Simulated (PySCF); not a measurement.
## How methods differ on the excitation energy of Xe⁺

Xe⁺ [Kr] 4d10 5s2 5p5 (2P) → Xe⁺ [Kr] 4d10 5s2 5p4 6s1 (4P), as a difference of total energies. Calculation: PySCF 2.14, in aug-cc-pVQZ-DK3 (9s8p6d3f2g, 102 functions); the spin-free X2C one-electron Hamiltonian (Gaussian nucleus). Correlated levels: valence: [Kr] 4d10 frozen. The calculations carry no spin-orbit coupling.

```json
{"method": "UHF", "excitation energy (cm⁻¹)": "90110"}
{"method": "MP2 (valence)", "excitation energy (cm⁻¹)": "93310"}
{"method": "SCS-MP2 (valence)", "excitation energy (cm⁻¹)": "94572"}
{"method": "CCSD (valence)", "excitation energy (cm⁻¹)": "93638"}
{"method": "CCSD(T) (valence)", "excitation energy (cm⁻¹)": "93580"}
```

Errors of the correlated levels include the incompleteness of this basis and the frozen core.

The promoted electron is Rydberg-like, and one or two diffuse shells describe it only roughly, which tends to raise the upper state.

For comparison: 91570 cm⁻¹ (measured; NIST levels, between the centres of gravity of the two terms).
